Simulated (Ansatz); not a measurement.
Program: Ansatz. Geometries: PBE0-D4/def2-TZVP. ΔE: electronic, gas phase. CCSD(T)/CBS adds triple-zeta CCSD(T) − MP2 to the extrapolated MP2 energy (def2 sets, frozen cores). This one scheme is used for every species. Functionals use def2-TZVPP. B3LYP here is the variant with VWN-RPA as its local correlation; programs differ in this. For Se outer-core shells are correlated without core-valence functions, which leaves a few kJ/mol of doubt a bond. Scalar relativity is left out up to krypton. Each species was taken in one conformer, which may not be the lowest.

Reaction (formal exchange of groups at a C–Al bond): `O[CH2][Al]([OH])[Cl]` + `[SiH3][SeH]` → `OC[SiH2][SeH]` + `[OH][AlH][Cl]`

`O[CH2][Al]([OH])[Cl]`:

Cartesian coordinates in Å:
```
O -0.503 -1.861 0.725
C -0.676 -0.872 -0.285
Al 0.381 0.747 0.043
O -0.001 2.247 -0.620
Cl 2.081 0.515 1.265
H 0.431 -1.931 0.941
H -1.738 -0.608 -0.288
H -0.478 -1.286 -1.286
H 0.504 3.049 -0.495
```

`[SiH3][SeH]`:

Z-matrix (Å, degrees):
```
Si
Se 1 2.279
H 1 1.484 2 111.4
H 1 1.484 2 111.5 3 -122.1
H 1 1.483 2 104.9 3 119.0
H 2 1.469 1 93.0 3 60.4
```

`OC[SiH2][SeH]`:

Z-matrix (Å, degrees):
```
C
Si 1 1.886
O 1 1.414 2 109.1
H 1 1.100 2 108.7 3 -122.7
H 1 1.102 2 107.7 3 121.8
Se 2 2.279 1 113.5 3 64.5
H 2 1.487 1 107.6 3 -173.6
H 2 1.483 1 110.2 3 -53.0
H 3 0.960 1 109.0 2 -175.7
H 6 1.469 2 92.8 1 74.8
```

`[OH][AlH][Cl]`:

Cartesian coordinates in Å:
```
O 0.038 -0.143 1.280
Al -0.333 0.083 -0.347
Cl 1.194 0.026 -1.781
H 0.920 -0.300 1.614
H -1.819 0.334 -0.766
```

Is it downhill or uphill in electronic energy at CCSD(T)/CBS, and by how much? (An estimate is asked.)

The calculation gave: Downhill: ΔE = -1.5 kcal/mol.

What do these levels give: PBE-D4, ωB97X-V, ωB97M-V, B2PLYP, PBE0, B3LYP, CCSD/def2-TZVPP, CCSD(T)/def2-TZVPP, MP2/def2-QZVPP, SCS-MP2/def2-QZVPP, HF/CBS(def2), MP2/CBS(def2)? (An estimate is asked.)

Computed: PBE-D4 -0.2, ωB97X-V -1.4, ωB97M-V -1.2, B2PLYP -0.9, PBE0 -0.6, B3LYP -0.3, CCSD/def2-TZVPP -1.5, CCSD(T)/def2-TZVPP -1.3, MP2/def2-QZVPP -1.8, SCS-MP2/def2-QZVPP -1.8, HF/CBS(def2) -2.4, MP2/CBS(def2) -1.9 kcal/mol.

Largest T1 diagnostic among the species: 0.011.
